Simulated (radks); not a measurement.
Initial-state core-level shifts of the lutetium ion Lu2+ when its valence configuration changes from [Xe] 4f14 6s1. Method: non-relativistic Kohn-Sham, TPSS, spin-polarised, spherical densities, point nucleus; open shells are filled with parallel spins first (spin-orbit coupling, left out, can overturn this in heavy ions); meta-GGA in the generalised Kohn-Sham scheme; relativity is left out, which matters for an element this heavy; computed with a radial shooting solver on a logarithmic mesh with Libxc functionals. Shifts are changes of the shell-averaged eigenvalues in eV (positive: less bound); the change of the density at the nucleus, which sets a Mossbauer isomer shift, is in e/bohr^3, on a base of 2.559e+05.

valence	1s	3s	4p	4d	density at nucleus
4f12 5d2 6s1	-18.254	-21.929	-19.457	-18.973	+28.30
4f12 5d2 6s0.5 6p0.5	-18.773	-22.447	-19.977	-19.492	+20.19
4f14 5d0.5 6s0.5	+1.689	+1.703	+1.716	+1.723	-7.85
4f14 5d1	+3.335	+3.367	+3.390	+3.404	-15.40
4f13 6s1 6p1	-13.574	-15.308	-14.264	-14.048	+16.96
4f13 5d1 6s1	-8.839	-10.543	-9.491	-9.265	+13.69
4f14 6p1	-1.127	-1.118	-1.125	-1.125	-13.05
4f12 5d1 6s2	-22.326	-26.029	-23.545	-23.070	+47.92
4f13.5 6s1.5	-6.190	-7.019	-6.545	-6.443	+15.22
